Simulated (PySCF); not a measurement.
Cost of excited-state runs on `C1C([C@@](C#C)(C)CC)=C1`, C9H12

Geometry:
```tsv
atom	x (Å)	y (Å)	z (Å)
C1	-1.685	1.388	1.659
C2	-0.931	0.989	0.820
C3	0.003	0.503	-0.190
C4	0.815	1.698	-0.721
C5	-0.764	-0.174	-1.343
C6	-1.636	-1.334	-0.876
C7	0.929	-0.446	0.466
C8	1.504	-1.604	0.585
C9	1.929	-0.563	1.580
H10	-2.353	1.741	2.387
H11	1.524	1.362	-1.476
H12	0.149	2.434	-1.167
H13	1.363	2.171	0.091
H14	-0.037	-0.533	-2.075
H15	-1.393	0.578	-1.826
H16	-2.176	-1.758	-1.720
H17	-2.357	-0.992	-0.137
H18	-1.027	-2.114	-0.427
H19	1.649	-2.610	0.278
H20	1.583	-0.627	2.607
H21	2.903	-0.093	1.484
```

PySCF with density fitting, on 1 thread of an Arm Neoverse N1, shared host. Command: `OMP_NUM_THREADS=1 python excited_run.py task.json out`

(1) How long does each of these runs take, and how much memory?
- magnetisability and related constants, B97-2/pcSseg-1; usual settings
- magnetisability and related constants, KT3/STO-3G; IEF-PCM chloroform

Results:

(1) 
```csv
run,level,basis functions,wall time,peak memory (GiB)
magnetisability and related constants,B97-2/pcSseg-1,213,84 s,1
magnetisability and related constants,KT3/STO-3G,57,20 s,0.59
```
Times from a shared host are rough.
